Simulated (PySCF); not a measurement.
Method: PBE0/[Sb def2-TZVPD with ECP28, S def2-TZVPD], scalar-relativistic core potentials, density fitting, no spin–orbit coupling, PySCF. Open shells, if any, are unrestricted.

Task: What shape and geometry does isolated singlet [SbS2]- take (every ligand bound to Sb)?

Result: Counting electrons, antimony keeps 2 of its valence electrons outside its bonds, so the VSEPR class is AX2E1 and the expected shape is bent (C2v), as computed. The lowest minimum found is a singlet of C2v symmetry with Sb–S 2.281 Å (×2); S–Sb–S 112.5°. Its harmonic wavenumbers are 154 (a1), 432 (b2), 435 (a1) cm⁻¹ and its dipole moment is 4.03 D about the centre of mass.

Other isomers or separated fragments may lie lower. The lowest empty level of this anion is unbound, so it and the gap depend on the basis.
